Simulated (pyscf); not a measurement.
Optimised with ωB97X-D3(BJ)/def2-SVP in PySCF. MP2 and CC: frozen core, UHF for open shells. ΔMP2 is the change of the MP2 total energy from the triple- to the quadruple-zeta basis. Singlets are restricted, triplets unrestricted.

Singlet (Å):
```xyz
4

Si     0.7296     0.0541     0.0991
S     -0.3778    -0.2156    -1.6869
H      0.5901     1.5670    -0.0263
H     -0.3400    -1.5641    -1.7134
```

Triplet (Å):
```xyz
4

Si     1.0455    -1.1759     0.5116
S      1.1945     0.7867    -0.2886
H      0.3167    -1.3552     1.8113
H      0.1023     0.7526    -1.0830
```

Task: For these two minima of :HSi–SH (SMILES [SiH]S), which spin state lies lower at CCSD(T)/def2-TZVPP + ΔMP2(QZVPP), and by how much (electronic energies)?

Result: The singlet, by 1.58 eV. Zero-point energy shifts E(triplet) − E(singlet) by -0.03 eV. :HSi–SH [singlet] lies 0.40 eV over its isomer H₂Si=S, and others may lie lower still (electronic energy, ωB97M-D3(BJ)). 

E(triplet) − E(singlet) by level (eV):

```csv
level,gap
ωB97X-D3(BJ)/def2-TZVP,+1.59
PBE/def2-TZVP,+1.41
r²SCAN/def2-TZVP,+1.20
B3LYP-D3(BJ)/def2-TZVP,+1.55
PBE0-D3(BJ)/def2-TZVP,+1.35
M06-2X/def2-TZVP,+1.51
ωB97M-D3(BJ)/def2-TZVP,+1.74
HF/def2-TZVP,+0.83
MP2/def2-QZVPP,+1.50
CCSD/def2-TZVPP,+1.51
CCSD(T)/def2-TZVPP,+1.55
CCSD(T)/def2-TZVPP + ΔMP2(QZVPP),+1.58
```

The triplet is the lowest one reached from the SCF start used. The CCSD(T) − MP2 part came from Ansatz, without density fitting, on the same reference.
